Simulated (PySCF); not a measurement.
# The second ionisation energy along group 14

All values are computed (PySCF 2.14, energy differences of UHF-based or UKS calculations, no spin-orbit coupling). Values in eV. The last column holds reference values (NIST; (s) semi-empirical, (t) theoretical, else measured). Unmarked ones compare directly (S terms, centres of terms, or small fine structure); those marked * lie between the lowest fine-structure levels and include a spin-orbit shift.

```
                               element                               configurations     UHF  SCS-MP2 (valence)  CCSD(T) (valence)     LDA     PBE    PBE0  reference
     C (aug-cc-pVQZ, non-relativistic)                      [He] 2s2 2p1 → [He] 2s2  24.170             24.376             24.276  24.770  24.853  24.835     24.378
Ge (aug-cc-pVQZ-PP with ECP10MDF, ECP)            [Ar] 3d10 4s2 4p1 → [Ar] 3d10 4s2  15.255             15.511             15.605  15.820  15.700  15.750     15.789
Sn (aug-cc-pVQZ-PP with ECP28MDF, ECP)            [Kr] 4d10 5s2 5p1 → [Kr] 4d10 5s2  13.755             13.981             14.064  14.404  14.222  14.261     14.282
Pb (aug-cc-pVQZ-PP with ECP60MDF, ECP)  [Xe] 4f14 5d10 6s2 6p1 → [Xe] 4f14 5d10 6s2  13.209             13.411             13.479  13.917  13.709  13.737     13.869
```

Question: Fill in the row of Si (aug-cc-pV(Q+d)Z, non-relativistic) ([Ne] 3s2 3p1 → [Ne] 3s2).

Answer: UHF 15.845; SCS-MP2 (valence) 16.129; CCSD(T) (valence) 16.270; LDA 16.368; PBE 16.413; PBE0 16.438; reference 16.322 (eV).

"Valence" correlates the outer s and p shells and, in groups 3 to 12 and the f block, the outer d or f shell, open or full, or the next shell where the ion has no valence electron left; the wider scheme adds the next inner shell.
